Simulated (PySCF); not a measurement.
**B6ClH9**

Geometry:
```csv
atom,x (Å),y (Å),z (Å)
B1,-0.890,-1.314,0.023
B2,-1.056,0.127,1.027
B3,1.014,0.526,-0.881
B4,0.126,1.399,0.462
B5,0.584,-0.291,0.613
B6,0.261,-1.097,-1.068
H7,-1.296,-2.321,0.473
H8,-1.582,0.166,2.074
H9,2.078,0.827,-1.269
H10,0.587,2.247,1.131
H11,1.368,-0.708,1.377
Cl12,1.230,-2.329,-1.952
H13,-1.825,-0.388,0.084
H14,-1.144,1.439,0.509
H15,0.287,1.693,-0.779
H16,0.259,0.026,-1.824
```

Method: GIAO OPBE/def2-SVP magnetisability, rotational g tensor and spin-rotation constants, non-relativistic, gas phase (PySCF 2.14.0). Geometry: GFN2-xTB.

Q: Give the nuclear spin-rotation constants along the inertial axes (H = +C I·J) beside the isotropic shieldings.

A: Rotational constants 4.9136, 1.4392, 1.2115 GHz.
| atom | isotope | Caa (kHz) | Cbb (kHz) | Ccc (kHz) | mean (kHz) | σ (ppm) |
| --- | --- | --- | --- | --- | --- | --- |
| B1 | 11B | 1.312 | 0.354 | 0.138 | 0.601 | 95.8 |
| B2 | 11B | 0.949 | 0.373 | 0.212 | 0.511 | 94.6 |
| B3 | 11B | 1.212 | 0.268 | 0.195 | 0.558 | 100.4 |
| B4 | 11B | 0.750 | 0.222 | 0.151 | 0.374 | 128.2 |
| B5 | 11B | 0.430 | 0.144 | 0.060 | 0.211 | 162.0 |
| B6 | 11B | 1.505 | 0.372 | 0.209 | 0.695 | 75.8 |
| H7 | 1H | -0.414 | 0.066 | -0.101 | -0.150 | 26.8 |
| H8 | 1H | -0.082 | -0.052 | -0.083 | -0.072 | 26.4 |
| H9 | 1H | -0.349 | 0.031 | -0.096 | -0.138 | 26.7 |
| H10 | 1H | -0.161 | -0.086 | -0.085 | -0.111 | 28.4 |
| H11 | 1H | -0.499 | -0.147 | -0.013 | -0.220 | 31.9 |
| Cl12 | 35Cl | 1.036 | 0.365 | 0.074 | 0.492 | 849.8 |
| H13 | 1H | -0.163 | -0.227 | -0.117 | -0.169 | 33.7 |
| H14 | 1H | -0.522 | -0.065 | -0.130 | -0.239 | 32.0 |
| H15 | 1H | -0.204 | -0.161 | -0.128 | -0.164 | 31.9 |
| H16 | 1H | -0.668 | -0.072 | -0.062 | -0.267 | 30.9 |

For the geometry as given, no vibrational averaging.
